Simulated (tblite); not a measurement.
Species: C₃H₁₀BClN (charge +1).
Bonds: C1–N2, N2–C3, N2–C4, N2–B5, B5–Cl6. Hydrogens: H7, H8, H9 on C1; H10, H11, H12 on C3; H13, H14, H15 on C4; H16 on B5.

Computed with GFN2-xTB (tblite), gas phase: Langevin dynamics at 600 K from the optimised GFN2-xTB geometry, time step 0.5 fs, friction 0.01 fs⁻¹, 2000 steps.

The start geometry, which sets the zero of energy:
```
atom  x, y, z in Å
C1     -0.977    0.625   -0.852
N2      0.015    0.040    0.078
C3      1.153   -0.485   -0.709
C4     -0.620   -1.085    0.798
B5      0.523    1.143    1.065
Cl6     1.259    2.482    0.445
H7     -1.822    1.025   -0.294
H8     -1.339   -0.142   -1.536
H9     -0.526    1.429   -1.429
H10     1.615    0.313   -1.285
H11     0.804   -1.258   -1.393
H12     1.900   -0.916   -0.044
H13    -1.470   -0.731    1.376
H14     0.093   -1.549    1.476
H15    -0.967   -1.835    0.088
H16     0.351    0.955    2.205
```

Question: These frames come from the run, each turned onto the start geometry. Order them by potential energy, lowest first.
A.
```
atom  x, y, z in Å
C1     -1.041    0.511   -0.908
N2     -0.015    0.018    0.048
C3      1.151   -0.388   -0.686
C4     -0.777   -1.027    0.852
B5      0.725    0.960    1.200
Cl6     1.072    2.470    0.650
H7     -1.816    0.896   -0.212
H8     -1.343   -0.199   -1.772
H9     -0.492    1.229   -1.625
H10     1.322    0.397   -1.484
H11     1.118   -1.258   -1.162
H12     2.061   -0.451   -0.127
H13    -1.703   -0.543    1.106
H14    -0.272   -1.233    1.834
H15    -1.129   -1.836    0.069
H16     1.132    0.463    2.207
```
B.
```
atom  x, y, z in Å
C1     -0.962    0.535   -0.974
N2      0.009    0.071   -0.041
C3      1.237   -0.633   -0.709
C4     -0.669   -0.866    1.003
B5      0.465    1.070    1.038
Cl6    -0.015    2.521    1.306
H7     -1.794    1.085   -0.463
H8     -1.261   -0.267   -1.688
H9     -0.561    1.141   -1.793
H10     1.891    0.226   -0.671
H11     1.032   -0.723   -1.780
H12     1.618   -1.507   -0.246
H13    -1.301   -0.341    1.694
H14     0.037   -1.331    1.586
H15    -1.195   -1.587    0.318
H16     1.460    0.615    1.408
```
C.
```
atom  x, y, z in Å
C1     -1.005    0.675   -0.701
N2      0.052   -0.005    0.121
C3      1.082   -0.584   -0.740
C4     -0.548   -1.211    0.763
B5      0.468    1.258    1.000
Cl6     1.779    2.193    0.486
H7     -1.927    0.847   -0.242
H8     -1.258    0.048   -1.571
H9     -0.621    1.542   -1.107
H10     1.512    0.268   -1.250
H11     0.758   -1.320   -1.362
H12     1.980   -0.898   -0.130
H13    -1.404   -0.836    1.353
H14     0.222   -1.598    1.475
H15    -0.892   -1.900   -0.027
H16    -0.207    1.530    1.921
```
D.
```
atom  x, y, z in Å
C1     -1.052    0.640   -0.867
N2      0.054    0.044    0.059
C3      1.166   -0.457   -0.774
C4     -0.540   -1.078    0.757
B5      0.383    1.185    1.062
Cl6     1.353    2.404    0.437
H7     -1.516    1.393   -0.153
H8     -1.739   -0.129   -1.082
H9     -0.553    1.174   -1.689
H10     1.791    0.281   -1.120
H11     0.900   -1.074   -1.536
H12     1.816   -0.876   -0.064
H13    -1.500   -0.831    1.102
H14    -0.007   -1.524    1.647
H15    -0.750   -2.054    0.113
H16     0.187    0.911    2.097
```
E.
```
atom  x, y, z in Å
C1     -0.950    0.613   -0.902
N2      0.010    0.076    0.076
C3      1.076   -0.552   -0.748
C4     -0.655   -1.024    0.789
B5      0.648    1.111    0.977
Cl6     0.904    2.783    0.780
H7     -1.891    0.964   -0.391
H8     -1.277   -0.142   -1.507
H9     -0.530    1.523   -1.411
H10     1.691    0.142   -1.431
H11     0.763   -1.360   -1.325
H12     1.834   -0.882    0.031
H13    -1.697   -0.724    1.208
H14     0.015   -1.327    1.612
H15    -0.823   -1.834    0.161
H16     0.875    0.641    2.069
```

Answer: C (0.649 eV), E (0.816 eV), D (1.166 eV), B (1.426 eV), A (1.679 eV).

In the order of the answer:

| t (fs) | E above start (eV) | largest force (eV/Å) | rms force component (eV/Å) | rms distance from start (Å) | rms bond change (Å) | bond most changed (Å) |
| --- | --- | --- | --- | --- | --- | --- |
| 75 | 0.649 | 4.63 | 1.054 | 0.304 | 0.034 | C3–H11 -0.073 |
| 1000 | 0.816 | 3.98 | 1.228 | 0.258 | 0.046 | C4–H13 +0.075 |
| 300 | 1.166 | 3.69 | 1.367 | 0.274 | 0.053 | C4–H15 +0.099 |
| 850 | 1.426 | 3.61 | 1.269 | 0.649 | 0.048 | B5–Cl6 -0.098 |
| 400 | 1.679 | 4.49 | 1.225 | 0.382 | 0.055 | C3–H11 -0.098 |

The cost below is that of the whole dynamics run. Hardware: one thread of an Arm Neoverse V1, shared host with 32 logical CPUs at a one-minute load of 16. Cost: 12 s wall, 0.18 GiB resident at most.
